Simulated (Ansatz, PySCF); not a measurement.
The PySCF input:
```python
from pyscf import gto, scf, dft

mol = gto.M(
    atom='''
Al   -0.110175   -0.117534   -0.006664
C    -1.509583   -1.500850   -0.154852
H    -1.724622   -1.733589   -1.206106
H    -2.450018   -1.171247    0.305320
H    -1.197638   -2.428236    0.344190
C     0.070744    1.678500   -0.955819
H     1.080283    1.766114   -1.366181
H    -0.108987    2.475854   -0.230903
H    -0.675640    1.713043   -1.751181
C     1.585279   -0.022341    1.120249
H     1.643105    0.958654    1.599901
H     2.447852   -0.168894    0.465358
H     1.539300   -0.815604    1.868766
''',
    basis='cc-pvdz',
    charge=1,
    spin=1,
    verbose=3,
)

mf = dft.UKS(mol)
mf.xc = 'r2scan'
mf.grids.atom_grid = (99, 590)
mf.grids.prune = None
mf.kernel()
```

### Question
Give the equivalent Ansatz (a first-principles code) input.

### Answer
Several could match; the one computed here: 
Ansatz 0.2 input:
```yaml
crystal:
  periodic: [false, false, false]
  atoms:
    - {symbol: Al, position_ang: [-0.11017492, -0.11753443, -0.00666433]}
    - {symbol: C, position_ang: [-1.50958297, -1.50084963, -0.15485164]}
    - {symbol: H, position_ang: [-1.72462217, -1.73358950, -1.20610585]}
    - {symbol: H, position_ang: [-2.45001779, -1.17124687, 0.30532003]}
    - {symbol: H, position_ang: [-1.19763804, -2.42823588, 0.34418998]}
    - {symbol: C, position_ang: [0.07074410, 1.67849991, -0.95581859]}
    - {symbol: H, position_ang: [1.08028348, 1.76611445, -1.36618107]}
    - {symbol: H, position_ang: [-0.10898743, 2.47585386, -0.23090264]}
    - {symbol: H, position_ang: [-0.67564031, 1.71304257, -1.75118105]}
    - {symbol: C, position_ang: [1.58527878, -0.02234132, 1.12024899]}
    - {symbol: H, position_ang: [1.64310521, 0.95865353, 1.59990056]}
    - {symbol: H, position_ang: [2.44785174, -0.16889424, 0.46535812]}
    - {symbol: H, position_ang: [1.53929993, -0.81560399, 1.86876561]}
basis:
  gaussian:
    orbitals: cc-pVDZ
hamiltonian:
  xc: r2scan
total_charge: 1
magnetization: {spin_polarized: true, initial_magnetization: 1}
accuracy: high
```

Both were run: PySCF gave -361.743422 Eh and Ansatz -361.743417 Eh, 0.005 mEh apart.
